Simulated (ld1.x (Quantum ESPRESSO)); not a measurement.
# beryllium: one change to an ultrasoft potential, before and after

beryllium, ultrasoft, made with ld1.x (Quantum ESPRESSO) 7.5 (PBE, non-relativistic). Core none, reference 1s2 2s1.75 2p0.25. Waves: 1s (bound): rcut 0.65, rcutus 0.80 bohr; 2s (bound): rcut 0.65, rcutus 0.80 bohr; 2p (bound): rcut 2.85, rcutus 3.60 bohr; 2p channel at 0.2 Ry: rcut 2.85, rcutus 3.60 bohr. Local part: all-electron potential smoothed inside 0.95 bohr (lloc = -1). Core correction: none. Augmentation charge: PSQ, radius 0.50 bohr.

All-electron outer shells of the reference configuration (PBE, non-relativistic, ld1.x):

```tsv
shell	level (eV)	outermost node (bohr)	outermost maximum (bohr)
1s	-106.58	–	0.27
2s	-5.76	0.59	2.04
2p	-2.16	–	2.28
```

Change: local potential all-electron potential smoothed inside 1.94 bohr (lloc = -1).

Cutoffs: the cutoffs (Ry, on a coarse ladder) from which the occupation-weighted sum of valence levels, in a spherical-Bessel basis at the reference potential, stays within 10 and 1 mRy of its value at 400 Ry; they do not see the model core or the augmentation charge, which bear on the density cutoff. Errors are all-electron minus pseudo energies relative to the spin-unpolarised reference configuration.

Q: What does the change do?

A: The potential gets neither clearly harder nor softer (120 Ry and 160 Ry → 120 Ry and 160 Ry); of the 7 tests that both files solve, the error grows in 0 and shrinks in 1 by more than 15 % and 0.3 meV (median size 6.7 → 6.7 meV); the range in which the p phases agree widens (upper end 0.8 → 3.0); neither file shows a bound ghost at the reference potential, the only one tested.

```csv
quantity,base,changed
"cutoff, loose",120 Ry,120 Ry
"cutoff, tight",160 Ry,160 Ry
bound ghosts,none,none
"error for 1s2 2s2 2p0, meV [ΔE -0.90 eV]",+6.7,+6.7
"error for 1s2 2s1 2p0, meV [ΔE 8.65 eV]",+3.1,+2.9
"error for 1s2 2s0 2p0, meV [ΔE 26.60 eV]",-3.4,-3.7
"error for 1s1 2s2 2p0, meV [ΔE 127.36 eV]",+221,+139
"error for 1s2 2s1 2p1, meV [ΔE 2.71 eV]",+75,+75
"error for 1s2 2s1.5 2p0, meV [ΔE 2.86 eV]",+5.3,+5.3
"error for 1s2 2s0 2p1, meV [ΔE 12.56 eV]",+323,+323
s: phases at 3.89 bohr within 0.05 rad from the reference energy up to (Ry; the scan ends near 5),to the end of the scan,4.0
p: phases at 3.89 bohr within 0.05 rad from the reference energy up to (Ry; the scan ends near 5),0.8,3.0
lowest overlap eigenvalue by channel,"s 0.21, p 1.00","s 0.26, p 1.00"
```

Base: These tests converged, but a pseudo level misses the all-electron one widely, so the file describes the atom poorly there or has found another state: 1s1 2s2 2p0: empty 2p by 3.8 eV (a node warning on the way). Changed file: These tests converged, but a pseudo level misses the all-electron one widely, so the file describes the atom poorly there or has found another state: 1s1 2s2 2p0: empty 2p by 3.8 eV (a node warning on the way).
